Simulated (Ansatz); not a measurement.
CH₆SiTe (`[SiH3]C[TeH]`), relaxed with RKS PBE0-D4/def2-TZVP in Ansatz from a PBE-D4/def2-SVP geometry. The force threshold is 0.005 eV/Å; the program also tests the step.

Total charge 0; spin multiplicity 1. Te: def2 effective core potential.

Start:

```xyz
9

Si    0.215    1.038   -0.838
C     0.201   -0.588    0.133
Te   -1.327   -0.579    1.702
H    -1.126    1.271   -1.479
H     1.268    0.979   -1.914
H     0.519    2.189    0.082
H     1.184   -0.750    0.619
H    -0.014   -1.437   -0.546
H    -0.920   -2.122    2.240
```

```csv
step,energy (eV),largest force (eV/Å),largest move (Å)
1,-16301.7743,0.538,0.000
2,-16301.8074,0.311,0.066
3,-16301.8156,0.082,0.029
4,-16301.8159,0.033,0.004
5,-16301.8159,0.002,0.003
```

End:

```xyz
9

Si    0.212    1.024   -0.826
C     0.203   -0.587    0.130
Te   -1.300   -0.568    1.665
H    -1.116    1.252   -1.454
H     1.249    0.971   -1.890
H     0.510    2.158    0.088
H     1.169   -0.744    0.609
H    -0.009   -1.421   -0.538
H    -0.917   -2.085    2.216
```

Run time 24 s (2 threads of an Arm Neoverse V1 on a shared host); peak host memory 0.34 GiB.
